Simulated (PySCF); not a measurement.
**Mn²⁺: excitation energy**

Mn²⁺ [Ar] 3d5 (6S) → Mn²⁺ [Ar] 3d4 4p1 (high-spin determinant), as a difference of total energies. Calculation: PySCF 2.14, in aug-cc-pwCVTZ-DK with one added diffuse shell each of s, p, d, f, g type (11s10p8d5f4g, 152 functions); the spin-free X2C one-electron Hamiltonian (Gaussian nucleus). Correlated levels: valence: [Ar] frozen; valence and next inner shell: [Ne] frozen; nothing frozen. The calculations carry no spin-orbit coupling.

```tsv
method	excitation energy (cm⁻¹)
UHF	104770
LDA	109460
PBE	107040
PBE0	108020
r2SCAN	108010
MP2 (valence)	109740
SCS-MP2 (valence)	106430
MP2 (all electrons)	112840
SCS-MP2 (all electrons)	109560
```

**Question.** Estimate what SCS-MP2 (valence and next inner shell) gives.

**Answer.** 109430 cm⁻¹, closest to LDA among the rows shown.

**Question.** Estimate what MP2 (valence and next inner shell) gives.

**Answer.** 112630 cm⁻¹, closest to MP2 (all electrons) among the rows shown.

A first-order spin-orbit estimate (lowest level to lowest level, LS coupling) adds -0.110 eV.

The determinant of the upper state mixes LS terms, which raises its energy above the lowest term, most at the Hartree-Fock and MP2 levels.
